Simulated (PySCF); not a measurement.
F6Re, doublet, at a GFN2-xTB geometry (such geometries of metal compounds can be far from the true shape) (the multiplicity is a formal guess) (core potentials on Re). Base run: DF-WB97X/def2-SV(P) (PySCF).

PySCF was given this input:
```python
from pyscf import gto, scf, dft

mol = gto.M(
    atom='''
Re    0.000000   -0.000000    0.000000
F     1.109053   -0.461508   -1.355052
F    -1.109053    0.461508    1.355052
F    -1.111222    0.759952   -1.168316
F    -0.880203   -1.571663   -0.185127
F     0.880203    1.571663    0.185127
F     1.111222   -0.759952    1.168316
''',
    basis='def2-sv(p)',
    ecp={'Re': 'def2-sv(p)'},
    charge=0,
    spin=1,
    verbose=3,
)

mf = dft.UKS(mol)
mf.xc = 'wb97x'
mf = mf.density_fit(auxbasis='def2-universal-jkfit')
mf.kernel()
```

Variants of this job, named by their change:

| change | ΔE vs base (mEh) | grid points | electrons on the grid | outcome |
|---|---|---|---|---|
| base | 0.000 | 109880 | 68.99996 | converged |
| grids.level = 1 | -2.978 | 40736 | 69.00012 | converged |
| grids.level = 0 | 82.507 | 9776 | 68.98684 | converged |
| grids.radi_method = gauss_chebyshev | 0.972 | 106800 | 68.99996 | converged |
| grids.atom_grid = (50, 194) | 5.985 | 46040 | 69.00015 | converged |
| grids.atom_grid = (150, 974) | -0.412 | 555424 | 69.00000 | converged |
| grids.level = 2 | -2.494 | 85216 | 68.99998 | converged |
| grids.radi_method = mura_knowles | -0.319 | 103584 | 68.99996 | converged |
| grids.prune = dft.gen_grid.sg1_prune | - | - | - | stopped with an error |
| grids.prune = dft.gen_grid.treutler_prune | 0.005 | 97568 | 68.99988 | converged |
| grids.level = 4 | -0.029 | 208048 | 69.00000 | converged |

Open shells are given as the SCF converged; they aren't shown to be the lowest states, and a large step between rows can be another state.

- grids.prune = dft.gen_grid.sg1_prune: ended with `IndexError: index 75 is out of bounds for axis 0 with size 19`
